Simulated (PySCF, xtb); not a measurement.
C2H6BF2N, SMILES FB(F)NCC.

GFN2-xTB in xtb 6.7.1 at its own geometry gives an orbital gap of 6.77 eV and a dipole moment of 3.75 D.

Geometry optimised at PBE0-D3(BJ)/def2-SVP. This is a generated structure with no PubChem entry under its InChIKey; it may be hypothetical. One conformer was computed; it need not be the lowest.

Problem. What does PySCF with PBE/def2-TZVP give? (The exact figures need the calculation; the answer reports its results.)

Solution. gap 6.34 eV (levels -6.38 and -0.04 eV), dipole 2.72 D.
